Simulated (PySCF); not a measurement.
C4H10N, SMILES [CH2]CNCC, multiplicity 2.

Coordinates come from a B3LYP-D3(BJ)/def2-SVP optimisation. The isomer is the one that the SMILES or the coordinates give; other isomers of the formula were not compared. Other conformers were not sampled.

These are PySCF with B3LYP-D3(BJ)/def2-SVP values and carry that method's errors.

Frequencies are harmonic and unscaled.

Computed vibrational spectrum:
```csv
mode,ν (cm⁻¹),IR (km/mol),moving atoms (share of kinetic energy)
1,81,0.4,"C 49 %, H 43 %"
2,121,0.2,"H 85 %, C 11 %"
3,145,0.9,"H 53 %, C 32 %, N 14 %"
4,262,0.6,"H 71 %, C 22 %"
5,280,2.3,"H 60 %, C 23 %, N 17 %"
6,364,0.7,"C 50 %, H 39 %, N 11 %"
7,453,33.2,"H 72 %, C 26 %"
8,511,15.9,"C 43 %, H 42 %, N 15 %"
9,752,95.7,"H 76 %, N 18 %"
10,793,5.4,"H 59 %, C 32 %, N 9 %"
11,817,0.5,"H 89 %, C 9 %"
12,931,5.9,"H 63 %, C 27 %, N 10 %"
13,971,4.0,"C 46 %, H 46 %, N 9 %"
14,1061,3.0,"C 61 %, H 34 %"
15,1083,1.9,"C 57 %, H 43 %"
16,1128,2.3,"H 50 %, C 41 %, N 9 %"
17,1143,11.4,"H 68 %, C 26 %"
18,1187,43.8,"N 36 %, C 36 %, H 28 %"
19,1258,1.6,"H 73 %, C 22 %"
20,1306,9.4,"H 83 %, N 9 %, C 8 %"
21,1356,11.0,"H 77 %, C 20 %"
22,1375,2.3,"H 78 %, C 22 %"
23,1407,11.4,"H 71 %, C 28 %"
24,1430,6.1,"H 92 %, C 8 %"
25,1436,5.4,"H 81 %, C 19 %"
26,1459,7.2,H 95 %
27,1474,4.8,H 97 %
28,1492,16.4,"H 80 %, N 11 %, C 10 %"
29,1505,11.1,"H 90 %, C 8 %"
30,2916,87.5,H 93 %
31,2942,31.4,H 94 %
32,3012,38.6,"H 92 %, C 8 %"
33,3025,15.5,H 96 %
34,3031,35.6,H 92 %
35,3103,34.4,"H 91 %, C 9 %"
36,3125,21.6,"H 90 %, C 10 %"
37,3135,10.0,H 95 %
38,3247,13.3,"H 89 %, C 11 %"
39,3502,0.2,H 93 %
```
